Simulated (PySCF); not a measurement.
Compound: C4H10OSi2.
Numbering: `[SiH3:1][O:2][C@@H:3]1[CH:4]=[CH:5][CH2:6][SiH2:7]1` (hydrogens: H8, H9, H10 on Si1; H11 on C3; H12 on C4; H13 on C5; H14, H15 on C6; H16, H17 on Si7)

Cartesian coordinates in Å at the PBE0-D3(BJ)/def2-SVP level; atoms count from 1:
```xyz
17
C4H10OSi2 angstrom
Si     2.6623   -0.5054   -0.1064
O      1.1672    0.1383    0.2463
C      0.0756    0.0471   -0.6584
C     -0.9841    1.0406   -0.2687
C     -2.2367    0.6229   -0.0407
C     -2.5793   -0.8377   -0.1712
Si    -0.8988   -1.6174   -0.5871
H      2.5671   -1.9862   -0.3179
H      3.2175    0.1053   -1.3563
H      3.5444   -0.2080    1.0529
H      0.4230    0.2719   -1.6889
H     -0.6948    2.0926   -0.1680
H     -3.0195    1.3368    0.2410
H     -3.3171   -1.0079   -0.9743
H     -3.0398   -1.2274    0.7523
H     -0.3634   -2.5118    0.4819
H     -0.9068   -2.3581   -1.8862
```

Linear response at CAM-B3LYP/def2-SVPD (PySCF, frozen core in the response, non-relativistic). Geometry: PBE0-D3(BJ)/def2-SVP, one conformer, isolated molecule.

Static isotropic polarisability: 101.78 au (15.08 Å³), principal values 83.2, 99.8, 122.3 au.

Task: What is the polarisability at 1064 nm and at the sodium D line?

Result: 102.75 au at 1064 nm (+1.0 %), 105.05 au at 589.3 nm (+3.2 %). The rise at 589.3 nm is 3.37 times that at 1064 nm; a pure ω² law gives 3.26. The lowest singlet lies at 200 nm, shorter than both wavelengths.

Task: What is the isotropic C6 coefficient between two such molecules, C6 = (3/π)∫α(iω)² dω?

Result: 3870 au (Eh·bohr⁶) by a ten-point quadrature over imaginary frequencies, which is 2310 eV·Å⁶ or 223 J·nm⁶/mol.

Task: Which effective excitation energy ω̄ makes London's formula C6 = (3/4)α²ω̄ exact here?

Result: ω̄ = 4·C6/(3α²) = 0.498 Eh = 13.6 eV. A one-pole form α(ω) = α/(1 − ω²/ω̄²) fitted to the 1064 nm value gives 12.0 eV. London's choice of the ionisation energy (9.16 eV, ΔSCF at the same level) gives C6 = 2610 au, 32 % too low.

Task: How many electrons N does the Slater–Kirkwood formula C6 = (3/4)·√N·α^(3/2) need to give this C6?

Result: N = (4·C6/3)²/α³ = 25.3; the species has 70 electrons in all.

Task: What n − 1 at the D line would an ideal gas of it have at 273.15 K and 1 atm (2.6868 × 10¹⁹ cm⁻³), by n − 1 = 2π·N·α′?

Result: 26.28 × 10⁻⁴, a formal value whether or not that pressure can be reached.

Task: The lowest 10 singlets have (eV, f): 6.19, 0.018; 6.77, 0.024; 6.87, 0.030; 7.05, 0.142; 7.33, 0.012; 7.40, 0.011; 7.57, 0.018; 7.63, 0.013; 7.76, 0.075; 7.78, 0.021. What share of the static polarisability do they carry in the sum over states α = Σ f/ω²?

Result: 5.22 au, 5.1 % of α; the largest term, 2.11 au, is that of the state at 7.05 eV. Their oscillator strengths add up to 0.36. Higher states carry the rest.

Task: What three-body coefficient follows from the one-pole estimate C9 = (3/4)·α·C6?

Result: 295000 au. This is an estimate from the two numbers above, not a computed integral.
